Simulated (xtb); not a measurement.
HCl3HfO, singlet, at a GFN2-xTB geometry (such geometries of metal compounds can be far from the true shape); GFN2-xTB run with xtb.

The xtb input:
```
$ xtb mol.xyz --gfn 2 --ohess --json

# file mol.xyz
6

Hf    -0.14925711     0.14034048     0.03130687
Cl     1.67998636     1.13370639    -0.80467477
Cl     0.56239264    -0.67929444     1.99434686
Cl    -0.64878279    -1.60501277    -1.29865558
O     -1.72626897     1.07595861     0.00766214
H     -2.53447159     0.84803059    -0.46267216
```

Question: Write the output that xtb gives for this input, abridged.

Answer: 
```
   ID    Z sym.   atoms
    1   72 Hf     1
    2   17 Cl     2-4
    3    8 O      5
    4    1 H      6

           -------------------------------------------------
          |                Calculation Setup                |
           -------------------------------------------------

           -------------------------------------------------
          |                 G F N 2 - x T B                 |
           -------------------------------------------------

          ...................................................
          :                      SETUP                      :
          :.................................................:
          :  # basis functions                  45          :
          :  # atomic orbitals                  41          :
          :  # shells                           15          :
          :  # electrons                        32          :
          :  max. iterations                   250          :
          :  Hamiltonian                  GFN2-xTB          :
          :  restarted?                      false          :
          :  GBSA solvation                  false          :
          :  PC potential                    false          :
          :  electronic temp.          300.0000000     K    :
          :  accuracy                    1.0000000          :
          :  -> integral cutoff          0.2500000E+02      :
          :  -> integral neglect         0.1000000E-07      :
          :  -> SCF convergence          0.1000000E-05 Eh   :
          :  -> wf. convergence          0.1000000E-03 e    :
          :  Broyden damping             0.4000000          :
          :  net charge                          0          :
          :  unpaired electrons                  0          :
          ...................................................

 iter      E             dE          RMSdq      gap      omega  full diag
   1    -10.3433342 -0.103433E+02  0.341E+01    0.09       0.0  T
   2    -16.8218021 -0.647847E+01  0.238E+01    9.60       1.0  T
   3    -18.5775211 -0.175572E+01  0.163E+01    7.04       1.0  T
   4    -19.3700076 -0.792486E+00  0.123E+01    4.34       1.0  T
   5    -19.1686465  0.201361E+00  0.115E+01    5.68       1.0  T
   6    -19.9431514 -0.774505E+00  0.201E+00    2.87       1.0  T
   7    -19.9335490  0.960240E-02  0.228E+00    2.71       1.0  T
   8    -19.9414184 -0.786937E-02  0.105E+00    2.94       1.0  T
[...]
         :: total energy             -19.898877684252 Eh    ::
 * total energy  :   -19.8988777 Eh     change       -0.3267822E-09 Eh
   *** GEOMETRY OPTIMIZATION CONVERGED AFTER 1 ITERATIONS ***
         :: total energy             -19.898877684582 Eh    ::
[...]
       2     59.20    -1.33676 ( 66.28%)    -1.00628 ( 33.72%)    -1.22533
       3     59.76    -1.33131 ( 67.11%)    -1.00353 ( 32.89%)    -1.22349
       4     76.63    -1.18524 ( 84.66%)    -0.92989 ( 15.34%)    -1.14607
       5     99.61    -1.03219 ( 94.03%)    -0.85225 (  5.97%)    -1.02145
       6    202.88    -0.62815 ( 99.63%)    -0.64158 (  0.37%)    -0.62820
       7    279.07    -0.45895 ( 99.90%)    -0.54713 (  0.10%)    -0.45904
   ------------------------------------------------------------------------

   temp. (K)  partition function   enthalpy   heat capacity  entropy
                                   cal/mol     cal/K/mol   cal/K/mol   J/K/mol
 298.15  VIB  0.390E+04             3955.413     17.600     27.450
         ROT  0.580E+06              888.752      2.981     29.353
         INT  0.226E+10             4844.165     20.581     56.803
         TR   0.507E+28             1481.254      4.968     42.992
         TOT                        6325.4190    25.5495    99.7941   417.5385

       T/K    H(0)-H(T)+PV         H(T)/Eh          T*S/Eh         G(T)/Eh
   ------------------------------------------------------------------------
    298.15    0.100802E-01    0.236798E-01    0.474154E-01   -0.237356E-01
   ------------------------------------------------------------------------

         :::::::::::::::::::::::::::::::::::::::::::::::::::::
         ::                  THERMODYNAMIC                  ::
         :::::::::::::::::::::::::::::::::::::::::::::::::::::
         :: total free energy         -19.922613289674 Eh   ::
         ::.................................................::
         :: total energy              -19.898877684583 Eh   ::
         :: zero point energy           0.013599597586 Eh   ::
         :: G(RRHO) w/o ZPVE           -0.037335202677 Eh   ::
         :: G(RRHO) contrib.           -0.023735605091 Eh   ::
         :::::::::::::::::::::::::::::::::::::::::::::::::::::

optimized geometry written to: xtbopt.xyz

           -------------------------------------------------
          | TOTAL ENERGY              -19.898877684583 Eh   |
          | TOTAL ENTHALPY            -19.875197890138 Eh   |
          | TOTAL FREE ENERGY         -19.922613289674 Eh   |
          | GRADIENT NORM               0.000105368814 Eh/α |
          | HOMO-LUMO GAP               3.247428685648 eV   |
           -------------------------------------------------

normal termination of xtb
```
